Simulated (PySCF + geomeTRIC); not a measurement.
Species: [Ti(CH3)4] (charge 0, multiplicity 1).

Give a relaxed geometry from BP86-D3(BJ)/def2-SVP in PySCF + geomeTRIC.

the end point of this relaxation.
Z-matrix (Å, degrees):
```
Ti
C 1 2.0704
H 2 1.1130 1 109.91
H 2 1.1131 3 109.07 1 -120.60
H 2 1.1131 3 109.06 4 -119.00
C 1 2.0705 2 109.65 3 -150.86
H 6 1.1130 1 109.98 2 -31.12
H 6 1.1131 7 109.06 1 -120.57
H 6 1.1131 7 109.06 8 -118.98
C 1 2.0705 2 109.54 3 -30.60
H 10 1.1131 1 109.94 2 -32.46
H 10 1.1131 11 109.06 1 120.53
H 10 1.1131 11 109.06 12 119.01
C 1 2.0709 2 109.42 3 89.14
H 14 1.1130 1 109.97 2 -34.94
H 14 1.1131 15 109.07 1 120.46
H 14 1.1131 15 109.07 16 119.01
```
